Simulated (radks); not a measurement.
Initial-state core-level shifts of the scandium ion Sc+ when its valence configuration changes from [Ar] 3d1 4s1. Method: non-relativistic Kohn-Sham, r2SCAN, spin-unpolarised, spherical densities, point nucleus; meta-GGA in the generalised Kohn-Sham scheme; computed with a radial shooting solver on a logarithmic mesh with Libxc functionals. Shifts are changes of the shell-averaged eigenvalues in eV (positive: less bound); the change of the density at the nucleus, which sets a Mossbauer isomer shift, is in e/bohr^3, on a base of 6184.

valence              1s      2p      3s      3p  density at nucleus
3d1 4p1          -1.244  -1.213  -1.209  -1.196             -2.7397
4s2              -5.814  -6.720  -5.555  -5.259             +5.2904
3d0.5 4s1.5      -2.731  -3.152  -2.660  -2.519             +2.4081
3d1 4s0.5 4p0.5  -0.631  -0.617  -0.613  -0.607             -1.3776
3d1.5 4s0.5      +2.314  +2.658  +2.336  +2.216             -1.9294
3d2              +4.242  +4.872  +4.342  +4.122             -3.5705
3d0.5 4s1 4p0.5  -3.363  -3.773  -3.271  -3.121             +0.8555
3d0.5 4s0.5 4p1  -3.987  -4.388  -3.870  -3.713             -0.6158
3d0.5 4p1.5      -4.602  -4.993  -4.460  -4.294             -2.0801
